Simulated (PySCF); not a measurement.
PbCl4: breathing scan

These are results of PySCF, PBE0, basis Pb def2-SVP with ECP60, Cl def2-SVP (scalar-relativistic core potentials, no spin–orbit coupling, density fitting), not measurements.

Rigid scan from the singlet minimum (Pb–Cl 2.413 Å (×4); Cl–Pb–Cl 109.5° (×6)). Coordinate: all bonds to the central atom scaled together. Energies in kJ/mol from the minimum.

```csv
scale of all bonds to the centre,E (kJ/mol)
0.88,353.1
0.92,133.8
0.96,28.6
1.00,0.0
1.04,21.1
1.08,72.9
1.14,180.9
1.22,342.1
1.35,584.3
```

At long bonds a restricted determinant can lie too high, and another spin state can fall below this curve.

No spin–orbit coupling is included, which matters more the heavier the element.

Other isomers or separated fragments may lie lower.

The scan took 28 s on 2 threads of a shared Arm Neoverse V1 host; the process peaked at 1.3 GiB.
